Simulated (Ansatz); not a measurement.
Consider the silylene formation by 1,1-elimination: `F[SiH2]N[SiH2]Cl` → `N[SiH2]F` + `[SiH]Cl`.

Computed with Ansatz on PBE0-D4/def2-TZVP structures; ΔE is electronic, products minus reactants. CCSD(T)/CBS is the MP2 limit (def2-TZVPP, def2-QZVPP) plus CCSD(T) − MP2 in def2-TZVPP, frozen cores. This one scheme is used for every species. Functionals use def2-TZVPP. Each species was taken in one conformer, which may not be the lowest.

| level | ΔE (kcal/mol) | difference from CCSD(T)/CBS |
| --- | --- | --- |
| PBE-D4 | 59.7 | -3.2 |
| B97M-V | 61.3 | -1.6 |
| PBE0-D4 | 63.5 | 0.6 |
| BHLYP-D4 | 64.9 | 2.0 |
| PBE0 | 61.2 | -1.7 |
| r2SCANh | 65.6 | 2.7 |
| r2SCAN0 | 66.3 | 3.4 |
| RPA@PBE/def2-TZVPP | 57.7 | -5.2 |
| HF/def2-SVP | 60.2 | -2.7 |
| CCSD/def2-TZVPP | 61.3 | -1.6 |
| CCSD(T)/CBS | 62.9 | 0 |

Largest T1 diagnostic among the species: 0.013.

From r2SCAN to r2SCAN0 (25 % exact exchange), in def2-TZVPP and without D4, ΔE moves by +1.2 kcal/mol. In def2-TZVPP, CCSD(T) changes the Hartree–Fock value by +0.7 kcal/mol (the triples alone add +0.4 kcal/mol) and MP2 by +5.4 kcal/mol.
